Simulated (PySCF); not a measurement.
# Fractional electron number in Tc (technetium, neutral)

The 5s beta orbital of [Kr] 4d5 5s2 is emptied in steps (occupation f), with all orbitals relaxed, ending at [Kr] 4d5 5s1. All numbers are calculated (PySCF 2.14, a scalar-relativistic core potential, in aug-cc-pVDZ-PP with ECP28MDF). The exact energy is a straight line in f; departures are measured from the line between the end points of the same method.

```csv
f,UHF (eV),LDA (eV),PBE (eV)
1,0.000,0.000,0.000
0.9,0.011,-0.254,-0.240
0.7,0.025,-0.594,-0.561
0.5,0.028,-0.708,-0.669
0.3,0.023,-0.595,-0.560
0.1,0.010,-0.254,-0.232
0,0.000,0.000,0.000
```

| method | E(f=0) − E(f=1) (eV) | −ε at f=1 (eV) | −ε at f=0.5 (eV) |
| --- | --- | --- | --- |
| UHF | 5.576 | 5.703 | 5.571 |
| LDA | 7.374 | 4.561 | 7.369 |
| PBE | 6.942 | 4.283 | 6.941 |

Orbital energy along the path (eV):

| f | UHF | LDA | PBE |
| --- | --- | --- | --- |
| 1 | -5.703 | -4.561 | -4.283 |
| 0.9 | -5.672 | -5.115 | -4.808 |
| 0.7 | -5.618 | -6.236 | -5.867 |
| 0.5 | -5.571 | -7.369 | -6.941 |
| 0.3 | -5.528 | -8.508 | -8.034 |
| 0.1 | -5.489 | -9.648 | -9.114 |
| 0 | -5.471 | -10.137 | -9.091 |

Reference removal energy between the ground levels: 7.119 eV (measured; NIST Atomic Spectra Database, ionization energies). UHF lacks correlation.
